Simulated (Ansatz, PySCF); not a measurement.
C2H7ClFNSi, SMILES CC[Si@](N)(F)Cl. Atoms are numbered in the order given.

```xyz
13

C     -2.0086    -0.7142     1.3154
C     -1.3245     0.5790     0.8818
Si     0.3314     0.3304     0.0840
N      1.4542    -0.4061     1.1328
F      0.8265     1.7778    -0.4719
Cl     0.2033    -0.8791    -1.5829
H     -1.3883    -1.2736     2.0321
H     -2.1840    -1.3757     0.4533
H     -2.9816    -0.5184     1.7908
H     -1.1732     1.2557     1.7426
H     -1.9512     1.1442     0.1712
H      1.6053    -0.0464     2.0683
H      2.2746    -0.8781     0.7712
```
Charge 0, spin multiplicity 1.

Geometry: PBE0-D3(BJ)/def2-SVP. The structure was generated by enumeration; whether it is a known compound was not checked. One conformer was computed; it need not be the lowest.

Two levels are set side by side: PBE-D3(BJ)/def2-SVP (Ansatz, a first-principles code) and PBE0-D3(BJ)/def2-SVP (Ansatz). Each level has its own optimised geometry; the coordinates shown are those of the second. Frequencies come from the Hessian of PySCF at each geometry. Differences are taken from unrounded values.

```tsv
quantity	PBE0-D3(BJ)
mean bond length (Å)	1.359
bond C1–C2 (Å)	1.526
bond C2–Si3 (Å)	1.855
bond Si3–N4 (Å)	1.704
bond Si3–F5 (Å)	1.628
bond Si3–Cl6 (Å)	2.063
bond C1–H7 (Å)	1.101
bond C1–H8 (Å)	1.101
bond C1–H9 (Å)	1.101
bond C2–H10 (Å)	1.105
bond C2–H11 (Å)	1.103
bond N4–H12 (Å)	1.014
bond N4–H13 (Å)	1.013
highest harmonic wavenumber (cm⁻¹)	3722
mean harmonic wavenumber (cm⁻¹)	1291
zero-point energy (kcal/mol)	60.90
```

### Question
What does PBE-D3(BJ) give, and how far is it from PBE0-D3(BJ)? (Estimate from the structure and the level; the computed values follow.)

### Answer

| quantity | PBE-D3(BJ) | PBE-D3(BJ) minus PBE0-D3(BJ) |
|---|---|---|
| mean bond length (Å) | 1.370 | 0.011 |
| bond C1–C2 (Å) | 1.535 | 0.009 |
| bond C2–Si3 (Å) | 1.868 | 0.013 |
| bond Si3–N4 (Å) | 1.720 | 0.016 |
| bond Si3–F5 (Å) | 1.644 | 0.017 |
| bond Si3–Cl6 (Å) | 2.079 | 0.015 |
| bond C1–H7 (Å) | 1.109 | 0.008 |
| bond C1–H8 (Å) | 1.109 | 0.008 |
| bond C1–H9 (Å) | 1.109 | 0.008 |
| bond C2–H10 (Å) | 1.114 | 0.008 |
| bond C2–H11 (Å) | 1.111 | 0.008 |
| bond N4–H12 (Å) | 1.023 | 0.009 |
| bond N4–H13 (Å) | 1.023 | 0.009 |
| highest harmonic wavenumber (cm⁻¹) | 3593 | -129 |
| mean harmonic wavenumber (cm⁻¹) | 1251 | -40 |
| zero-point energy (kcal/mol) | 59.01 | -1.89 |

GGA bonds tend to be longer and softer than those of functionals with exact exchange. Differences between two approximate levels are no errors against the true value.
